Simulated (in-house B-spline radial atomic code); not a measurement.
# How G0W0 and RPA depend on the start: Os IV (Os3+)

Configuration [Xe] 4f14 5d5, highest spin. Computed with an all-electron radial atomic-structure program (B-spline basis): all electrons, scalar-relativistic (spin-free one-electron X2C), finite nucleus, each spin shell either full or empty, empty states to l = 9 with an (l + 1/2)⁻⁴ tail; G0W0 by contour deformation at full frequency.

Without the two-electron picture change, the correlation of inner shells comes somewhat too large for so heavy an element.

| start | mean-field 5d up (eV) | G0W0 (eV) | QP weight | RPA correlation (Eh) |
| --- | --- | --- | --- | --- |
| Hartree-Fock | -42.91 | -43.37 | 0.968 | -6.1747 |
| LDA VWN5 | -36.55 | -43.58 | 0.800 | -6.6112 |
| PBE | -36.42 | -43.54 | 0.789 | -6.6045 |
| PBE0 | -38.24 | -43.20 | 0.927 | -6.4866 |
| HSE06 | -37.80 | -43.16 | 0.900 | -6.4939 |
| B3LYP (VWN-RPA) | -37.70 | -43.20 | 0.894 | -6.512 |
| BHandHLYP | -39.72 | ? | ? | ? |
| CAM-B3LYP | -39.48 | -43.41 | 0.950 | -6.4725 |
| LC-wPBE | -41.01 | -43.46 | 0.959 | -6.4869 |
| wB97X | -40.41 | -43.31 | 0.958 | -6.4558 |
| PBEsol | -36.43 | -43.55 | 0.785 | -6.607 |
| BLYP | -36.06 | -43.53 | 0.849 | -6.6071 |
| r2SCAN0 | -38.55 | -43.14 | 0.938 | -6.4349 |
| LDA exchange-only | -35.43 | ? | ? | ? |

Q: What G0W0 level, weight and RPA correlation energy follow from the BHandHLYP start?

A: G0W0 level -43.31 eV, weight 0.953, RPA correlation -6.3782 hartree.

Q: What G0W0 level, weight and RPA correlation energy follow from the LDA exchange-only start?

A: G0W0 level -43.61 eV, weight 0.892, RPA correlation -6.6113 hartree.

Q: How much of the dependence on the start does G0W0 remove?

A: The mean-field levels span 7.49 eV and the G0W0 levels 0.474 eV. Against 41 ± 1.7 eV (NIST, tabulated theory) the G0W0 removal energies are off by +2.14 to +2.61 eV, with spin-orbit coupling, Breit and QED terms left out.
